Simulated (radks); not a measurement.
The numbers below are computed, except where a source is named.
Species: the rhodium ion Rh+. Configuration: [Kr] 4d8 (the NIST ground configuration). Code: a radial shooting solver on a logarithmic mesh with Libxc functionals. Model: Dirac Kohn-Sham, PBE, spin-unpolarised, spherical densities, finite nucleus; open shells are shared between the two j in proportion to 2j + 1; Fermi nuclear charge, rms radius 4.4945 fm.

Radial electron density D(r) = 4 pi r^2 rho(r):

r (bohr)  D(r) (e/bohr)
0.00192           3.376
0.002182          4.199
0.0025            5.276
0.002864          6.601
0.003281          8.220
0.003759          10.18
0.004307          12.53
0.004934          15.31
0.005653          18.56
0.006477          22.28
0.007361          26.21
0.008434          30.78
0.009662          35.66
0.01107           40.68
0.01268           45.58
0.01453           50.08
0.01665           53.83
0.01907           56.48
0.02185           57.78
0.02483           57.65
0.02845           56.21
0.0326            53.85
0.03735           51.32
0.04279           49.59
0.04902           49.60
0.05616           51.97
0.06434           56.65
0.07372           62.69
0.08378           68.06
0.09599           71.47
0.11              70.95
0.126             66.20
0.1444            58.69
0.1654            51.31
0.1895            47.12
0.2171            47.62
0.2487            51.66
0.2827            55.62
0.3238            56.22
0.371             51.02
0.4251            40.92
0.487             29.34
0.5579            20.12
0.6392            15.32
0.7323            14.46
0.839             15.33
0.9536            15.69
1.093             14.56
1.252             12.04
1.434             8.990
1.643             6.181
1.882             3.991
2.157             2.451
2.471             1.433
2.831            0.7895
3.217            0.4201
3.686            0.1956
4.223           0.08058
4.838           0.02857
5.543          0.008457

D(r) has 4 maxima, at r = 0.0229, 0.102, 0.309, 0.931 bohr, and minima at 0.0460, 0.200, 0.709 bohr, inside which lie 2.05, 11.17, 29.04 electrons.
